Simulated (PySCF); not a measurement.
# Levels of Tm⁵⁰⁺ from EOM-EA-GCCSD

Reference: closed-shell Tm⁵¹⁺, [Ar]; one electron is added. Calculated with PySCF 2.14, two-component X2C-1e with screened spin-orbit coupling, an uncontracted even-tempered set (18 s from 4.7 bohr⁻², ratio 2.6; 14 p from 6.2 bohr⁻², ratio 2.6; 5 d from 6.3 bohr⁻², ratio 2.8; 3 f from 100 bohr⁻², ratio 2.8); frozen [Ne]; the 62 highest virtual spinors dropped; of the others 50 kept and the rest restored at second order. No Breit or QED terms. Binding energies in eV.

```tsv
level	Koopmans
3d3/2	4455.1
3d5/2	4400.8
```

(1) How does correlation move these levels?

For comparison, the ionisation energy of Tm⁵⁰⁺ is 4461 ± 4 eV (theoretical estimate listed by NIST; NIST Atomic Spectra Database, ionization energies).

Only part of the computed levels is shown.

Results:

(1) 3d3/2: second order 4456.3, EOM-CCSD 4456.1; 3d5/2: second order 4401.9, EOM-CCSD 4401.6.
